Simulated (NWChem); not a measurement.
Species: GeSiH3F3; SMILES F[Si](F)(F)[GeH3]

Results from NWChem. Pople sets run with spherical d functions. Coordinates come from a PBE0/def2-SVP optimisation. Static field.

Question: Taking PBE/aug-cc-pVDZ as the yardstick, which of these has the fewest basis functions while keeping “isotropic polarisability (bohr³)” within 2 % of it: PBE/6-31G*; PBE/def2-SVP; PBE/def2-SVPD?

Answer: PBE/def2-SVPD.
```tsv
level	basis functions	isotropic polarisability (bohr³)	relative time (rough)
PBE/6-31G*	98	47.9	1
PBE/def2-SVP	107	49.4	1
PBE/def2-SVPD	155	59.3	3
PBE/aug-cc-pVDZ	159	59.9	10
```

The yardstick is one finite set, not the basis-set limit.
